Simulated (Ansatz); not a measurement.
NbS2. The state is a doublet with charge 0. Geometry B3LYP-D4/def2-TZVPD, that of the charge -1 singlet; atoms count from 1.

| atom | x (Å) | y (Å) | z (Å) |
| --- | --- | --- | --- |
| Nb1 | -0.5400 | -0.5292 | 0.2822 |
| S2 | 1.2593 | 0.0572 | 1.3630 |
| S3 | -0.7192 | 0.4720 | -1.6452 |

In the def2 sets Nb takes a core potential; there is no spin–orbit coupling. The structure comes from a short search, and lower isomers may exist.

Estimate the Mulliken populations from the PBE0/def2-TZVPD orbitals of Ansatz.


```csv
atom,charge (e),spin (α − β),d electrons
Nb1,0.85,1.42,3.44
S2,-0.43,-0.21,–
S3,-0.43,-0.21,–
```
Mulliken values depend strongly on the basis. With diffuse functions, as here, like atoms can get unlike values, and bond orders can come out too low or too high.

Where does the spin sit?

Summed by element: Nb 1.42, S -0.42, of 1 unpaired in all. Largest on single atoms: Nb1 1.42, S2 -0.21, S3 -0.21.

And the Mayer bond orders between heavy atoms (over 0.3)?

Nb1–S2 2.12 (2.18 Å); Nb1–S3 2.12 (2.18 Å).
